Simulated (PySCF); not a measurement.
These are PySCF 2.14.0 with M06-2X/def2-TZVP // B3LYP-D3(BJ)/def2-TZVP values and carry that method's errors. All species are isolated molecules in the gas phase. Excitations are Tamm–Dancoff values on a coarser integration grid. The basis has no diffuse functions, so Rydberg states are missing or too high.

Reference species (SMILES): `CB(C)N` (neutral, multiplicity 1).

```json
{
  "HOMO": "-9.50 eV",
  "brightest of the four lowest singlets (TDA)": "8.34 eV"
}
```

Changed species: `NB(N)N` (3 of 3 CH3 replaced by NH2; the reference has 1 of 3 CH3 replaced by NH2).

**Question.** What does the change do to the HOMO and brightest of the four lowest singlets (TDA)?

**Answer.** the HOMO increases by 1.46 eV, to -8.04 eV; the brightest of the four lowest singlets (TDA) falls by 1.02 eV, to 7.32 eV.
